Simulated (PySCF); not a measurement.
Input of a run (PBE0-D3(BJ)/def2-SVP geometry optimisation, gas phase (PySCF 2.14.0)), started from GFN2-xTB:
```
{"job": {"xc": "PBE0", "basis": "def2-SVP", "d3": "d3bj", "grid": 1, "shake": 0.01, "kind": "geom"}, "charge": 0, "multiplicity": 1}
C      1.998710     1.724070     0.182770
C      1.058650     1.015080    -0.098370
Si    -0.306960    -0.185970    -0.536820
N      0.063040    -1.802650    -0.008680
N     -1.700070     0.468860     0.196180
H      2.763020     2.409870     0.414540
H     -0.468960    -0.272670    -1.974680
H      0.052420    -2.001520     0.977460
H      0.764030    -2.316110    -0.438890
H     -1.624230     0.991160     1.075580
H     -2.561540    -0.055950     0.195240
```

Output (energies in Eh, forces in Eh/bohr):
```
step   0  E = -478.23616142  max force = 0.035241
step   1  E = -478.24065067  max force = 0.008188
step   2  E = -478.24100295  max force = 0.002103
step   3  E = -478.24115361  max force = 0.002173
step   4  E = -478.24129297  max force = 0.003751
step   5  E = -478.24142346  max force = 0.003103
step   6  E = -478.24151010  max force = 0.001017
step   7  E = -478.24158327  max force = 0.001460
step   8  E = -478.24166882  max force = 0.002556
step   9  E = -478.24179139  max force = 0.003487
step  10  E = -478.24190529  max force = 0.002935
step  11  E = -478.24204310  max force = 0.001509
step  12  E = -478.24213337  max force = 0.000894
step  13  E = -478.24215462  max force = 0.000927
step  14  E = -478.24216986  max force = 0.000421
step  15  E = -478.24217769  max force = 0.000363
optimisation converged
```

Summarise the run.

The energy falls by 15.8 kJ/mol over 16 energy and gradient evaluations, the largest force component goes from 0.0352 to 3.6e-04 Eh/bohr, and the atoms move by 0.236 Å rms after alignment. The bond that changes most is Si3–H7 (SiH silicon to Si–H hydrogen), which lengthens by 0.046 Å. Bonds longer at the end by more than 0.005 Å: 6 of 10; shorter: 3. Among the angles that change most is N5–Si3–H7, from 111.0° to 118.3°. Among the dihedrals that turn most is N4–Si3–N5–H10, from 90° to 154°. The energy never rose by more than 1e-6 Eh on the way. The first step brought 75 % of the lowering.

What are the final bond lengths?

C1≡C2 1.218 Å, C2–Si3 1.852 Å, Si3–N4 1.720 Å, Si3–N5 1.719 Å, C1–H6 1.076 Å, Si3–H7 1.496 Å, N4–H8 1.014 Å, N4–H9 1.014 Å, N5–H10 1.013 Å, N5–H11 1.013 Å. Numbering counts from 1 in the input's order; the species is `C#C[SiH](N)N`.

The run used 104 basis functions and 111 SCF cycles in all. Hardware: an Arm Neoverse V1 with one thread, shared host with 32 logical CPUs at a one-minute load of 19. Cost: 55 s, 0.42 GiB resident at most.

No frequency check. One conformer, not necessarily the lowest.
